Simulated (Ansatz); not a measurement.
The cluster Te9Pb8⁻, relaxed as a doublet with UKS PBE-D4/def2-SVP in Ansatz, starting from the GFN1-xTB geometry. Force threshold 0.03 eV/Å.

In the def2 sets Pb, Te take a core potential; there is no spin–orbit coupling. Single mean-field runs in def2-SVP are fitted with def2-universal-jkfit. The structure comes from a short search, and lower isomers may exist.

Start:

```xyz
17

Pb    2.0127   -0.7437    3.8810
Pb    1.5077    0.5014    0.5127
Pb   -3.6665   -0.8709   -1.9072
Pb    0.5006   -3.5123   -1.0962
Pb    3.6939   -2.5586    0.6433
Pb   -0.0924    0.2970   -2.6943
Pb   -2.1865    0.8344    2.7456
Pb   -1.8745    2.9871   -0.9632
Te   -1.5108   -2.5263   -2.9734
Te    0.9440   -2.5043    1.7179
Te   -1.6249    0.1705   -0.0923
Te    4.1360    0.0164    1.9840
Te    1.0585    2.8301   -1.3896
Te   -3.1254    3.3957    1.7441
Te    2.4530   -1.4809   -1.8295
Te    0.5807    1.6859    3.1741
Te   -2.8061    1.4784   -3.4570
```

Problem. Estimate the energy that the relaxation releases and the steps that it takes.

Solution. 33.4 kcal/mol, in 11 steps; 1.9 min on 2 threads of AMD EPYC 7R13 on a shared host and a share (18 GiB) of an NVIDIA H100 80GB HBM3. No frequencies were taken in this run, so the end may be a saddle point.

Problem. Does the start keep its bonding and symmetry?

Solution. Bonds formed: Pb4–Te11 (atoms count from 1).

Problem. Predict the relaxed structure.

Solution. 
Cartesian coordinates in Å:
```
Pb 2.3698 -0.3559 4.0651
Pb 1.5952 0.4812 0.5491
Pb -3.7389 -0.7559 -2.3409
Pb -0.1762 -2.9871 -0.9150
Pb 3.6233 -2.6532 0.8931
Pb -0.0010 0.3200 -3.1301
Pb -1.9616 0.5750 2.9258
Pb -1.8342 2.7381 -0.7544
Te -1.6620 -2.4844 -3.5955
Te 0.9728 -2.4415 2.3402
Te -1.6418 -0.3819 -0.0718
Te 4.4242 0.1103 1.8526
Te 1.0750 2.8548 -1.4649
Te -3.3859 2.9383 1.8621
Te 2.4005 -1.7583 -1.8036
Te 0.6603 1.9914 3.1862
Te -2.7194 1.8092 -3.5981
```
Bond lengths (bridged metal pairs left out): 27 × Pb–Te 2.96 to 3.41 Å.
